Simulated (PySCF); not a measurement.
Run record: geometry optimisation, `CC(=O)NC1=CCCCO1`.

Computed with PBE0-D3(BJ)/def2-SVP geometry optimisation, gas phase (PySCF 2.14.0). Start geometry: GFN2-xTB. A driver script takes a list of jobs; this job's settings line and coordinates (Å) are shown.

Command:
```bash
OMP_NUM_THREADS=1 python probes_run.py task.json out
```

Input:
```
{"job": {"xc": "PBE0", "basis": "def2-SVP", "d3": "d3bj", "grid": 1, "kind": "geom"}, "charge": 0, "multiplicity": 1}
C      3.767058    -0.159047     0.032100
C      2.354422    -0.506255     0.457746
O      2.096792    -1.311926     1.321485
N      1.416311     0.195255    -0.239364
C      0.022738     0.131094    -0.132482
C     -0.672623    -0.650413     0.688993
C     -2.173205    -0.670102     0.675804
C     -2.685218    -0.019167    -0.606792
C     -1.901987     1.267756    -0.843702
O     -0.522580     1.015049    -1.032108
H      3.959463     0.899203     0.194831
H      3.907863    -0.383242    -1.023013
H      4.468506    -0.744311     0.619110
H      1.724297     0.851217    -0.943581
H     -0.153447    -1.298314     1.370907
H     -2.560211    -0.136170     1.550575
H     -2.525220    -1.701437     0.745269
H     -2.521749    -0.690150    -1.452228
H     -3.749772     0.205868    -0.540745
H     -2.228133     1.778721    -1.752582
H     -2.032225     1.943314     0.012955
```

What does the run print?

```
step   0  E = -477.69635249  max force = 0.016463
step   1  E = -477.69818072  max force = 0.002776
step   2  E = -477.69818623  max force = 0.002262
step   3  E = -477.69830008  max force = 0.001328
step   4  E = -477.69830186  max force = 0.001843
step   5  E = -477.69833452  max force = 0.000515
step   6  E = -477.69833931  max force = 0.000353
optimisation converged
```

Energies in Eh; «max force» is the largest Cartesian gradient component in Eh/bohr.

Give the first gradient maximum in eV/Å.

With 1 Eh/bohr = 51.422 eV/Å, 0.847 eV/Å.

In short: final energy -477.69834 Eh after 6 steps; dipole 3.23 D.

Give the final coordinates.

0.054 Å rms from the input after alignment:
```
atom  x, y, z in Å
C1     3.7597   -0.3296    0.2090
C2     2.3392   -0.6540    0.6178
O3     2.0732   -1.4611    1.4817
N4     1.3918    0.0541   -0.0773
C5     0.0032   -0.0502    0.0135
C6    -0.7064   -0.7877    0.8837
C7    -2.2006   -0.8727    0.7906
C8    -2.6935   -0.2707   -0.5204
C9    -1.9174    0.9972   -0.8165
O10   -0.5343    0.7331   -0.9575
H11    3.9778    0.7400    0.3530
H12    3.9290   -0.5701   -0.8521
H13    4.4418   -0.9236    0.8272
H14    1.6988    0.7135   -0.7818
H15   -0.1556   -1.3546    1.6311
H16   -2.6740   -0.3590    1.6484
H17   -2.5205   -1.9257    0.8669
H18   -2.5304   -0.9795   -1.3491
H19   -3.7714   -0.0492   -0.4873
H20   -2.2299    1.4648   -1.7605
H21   -2.0603    1.7315   -0.0011
```

Rough CPU time on one thread of a shared machine: about 6 min.
Labels such as C1 count atoms from 1, the log's own numbers from 0.
